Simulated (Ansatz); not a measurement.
Molecule: C₂H₇BN (charge 0, doublet). It need not be the lowest isomer of its formula. SMILES: C[B]NC
Structure (B3LYP-D3(BJ)/def2-TZVP (Ansatz, a first-principles code) minimum search):
```xyz
11

C      1.9986     0.4366    -0.3325
B      0.5007     0.5509     0.0912
N     -0.4841    -0.4027    -0.0368
C     -1.8806    -0.2916     0.3600
H      2.2602     1.2114    -1.0579
H      2.2425    -0.5376    -0.7791
H      2.6601     0.5859     0.5249
H     -0.2526    -1.3015    -0.4506
H     -2.0451     0.6940     0.7911
H     -2.1412    -1.0460     1.1069
H     -2.5468    -0.4116    -0.4983
```
Charge 0, spin multiplicity 2.

Parts of the frozen-core correlation energy in cc-pVDZ (Ansatz, hartree). Frozen orbitals: 4; correlated occupied orbitals by spin: 12 and 11; virtual: 75 and 76. Open shells are spin-unrestricted. No spin-orbit coupling. No relativistic terms.

| term | value |
|---|---|
| reference (HF) | -158.94093 |
| MP2 opposite-spin | ? |
| MP2 same-spin | ? |
| CCSD correlation | ? |
| (T) | -0.01652 |
| T1 diagnostic | 0.013 |
| largest doubles amplitude | 0.048 |
| <S^2> of the reference | 0.757 |

Fill in the missing entries.


- MP2 opposite-spin, value: -0.39970
- MP2 same-spin, value: -0.12217
- CCSD correlation, value: -0.57241
